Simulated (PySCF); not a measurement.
## Spinor energies of Ir⁶⁸⁺ (iridium, charge +68)

Start: [He] 2s2 2p5; 2p1/2 filled at m_j = +1/2; 2p3/2 filled at m_j = -3/2, -1/2, +1/2, +3/2. Calculated with PySCF 2.14 in an even-tempered Gaussian basis (16 s from 54 bohr⁻², ratio 2.4; 13 p from 70 bohr⁻², ratio 2.4; 5 d from 240 bohr⁻², ratio 2.6; 4 f from 360 bohr⁻², ratio 2.6): generalised Hartree-Fock with the X2C-1e Hamiltonian and a Gaussian nucleus; one run each with spin-orbit coupling (SO) screened by Boettger's factors, then bare. This is a chosen level, not necessarily the ground level.

```
spinor shell  electrons  ε, screened SO (eV)  ε, bare SO (eV)  weight of nominal j (bare SO)  rms radius, bare SO (bohr)
       1s1/2          2             -83181.3         -83181.5                          1.000                      0.0197
       2s1/2          2             -19596.0         -19596.1                          1.000                      0.0778
       2p1/2          1             -19166.6         -19206.7                          1.000                      0.0655
       2p3/2          4             -17435.2         -17423.5                          1.000                      0.0730
```

```tsv
quantity	screened SO	bare SO
E (hartree)	-11403.75202	-11403.47492
M_J	1/2	1/2
⟨J²⟩	0.750	0.750
⟨L²⟩	2.021	2.022
⟨S²⟩	0.771	0.772
```

Each row is a mean over spinors that exchange with the open shell spreads, by up to 22.273 eV (2p3/2).

Breit and QED terms are absent; they matter most for the inner s and p1/2 levels.

Densities and radii are taken from the X2C orbitals without a picture-change correction, which distorts them close to the nucleus.
